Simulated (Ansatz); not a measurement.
Isolated molecules relaxed with PBE0-D4/def2-TZVP in Ansatz; ΔE leaves out vibrations. CCSD(T)/CBS adds triple-zeta CCSD(T) − MP2 to the extrapolated MP2 energy (def2 sets, frozen cores). This one scheme is used for every species, atoms too. For atomizations the MP2-based limit and the directly extrapolated one differ by several kJ/mol either way, and by 10 to 25 for some Ge, Se and Sn compounds, so smaller differences from it don't rank the levels. DFT in def2-TZVPP. B3LYP here is the variant with VWN-RPA as its local correlation; programs differ in this. HSE06 is defined as in plane-wave codes. Open shells (•) are unrestricted, without spin–orbit coupling. Spin–orbit coupling would lower the free atoms: a little for F, S, Si; clearly for Ge. For Ge outer-core shells are correlated without core-valence functions, so the limit isn't a true one: a few kJ/mol of doubt a bond, and 10 to 20 or more in all where bonds break to atoms. Scalar relativity is left out up to krypton. One conformer a species, not always the lowest.

`F[Si](F)(S)[GeH3]` → 2 F• + Ge• + 4 H• + S• + Si•  (atomization)

Question: What is ΔE at CCSD(T)/CBS? (Best estimate.)

Answer: Ansatz gave: +3003.8 kJ/mol.

Question: What do these levels give: LDA (SPW92), B97M-V, r2SCAN0-D4, HSE06-D4, BHLYP-D4, CAM-B3LYP-D4, ωB97X-V, PBE, B3LYP, CCSD(T)/def2-SVP, MP2/def2-TZVPP, CCSD(T)/def2-TZVPP? (Best estimate.)

Answer: Computed: LDA (SPW92) 3406.6, B97M-V 3020.1, r2SCAN0-D4 2938.5, HSE06-D4 2943.6, BHLYP-D4 2879.3, CAM-B3LYP-D4 2979.3, ωB97X-V 3006.4, PBE 2968.8, B3LYP 2913.6, CCSD(T)/def2-SVP 2721.4, MP2/def2-TZVPP 2968.8, CCSD(T)/def2-TZVPP 2916.5 kJ/mol.

Largest T1 diagnostic among the species: 0.012.

From r2SCAN to r2SCAN0 (25 % exact exchange), in def2-TZVPP and without D4, ΔE moves by −59.3 kJ/mol: exact exchange takes away binding that semilocal exchange gives to molecules. In def2-TZVPP, CCSD(T) changes the Hartree–Fock value by +740.2 kJ/mol (the triples alone add +45.0 kJ/mol) and MP2 by +792.5 kJ/mol; breaking electron pairs costs correlation energy, which Hartree–Fock lacks.
